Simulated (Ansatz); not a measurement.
Species: CH$_{5}$Si, SMILES `C[SiH2+]` (charge 1, multiplicity 1).

Question: Give a relaxed geometry from B3LYP-D3(BJ)/def2-TZVP in Ansatz (a quantum-chemistry and plane-wave program).

Answer: the end point of this relaxation (outside a Z-matrix the atoms follow the SMILES, hydrogens last).
Cartesian coordinates (Å) in one orientation:
```xyz
7

C     -0.834     0.015     0.020
Si     0.979     0.010     0.028
H     -1.241     1.027     0.002
H     -1.147    -0.478    -0.916
H     -1.249    -0.567     0.845
H      1.741    -1.111     0.596
H      1.751     1.105    -0.575
```
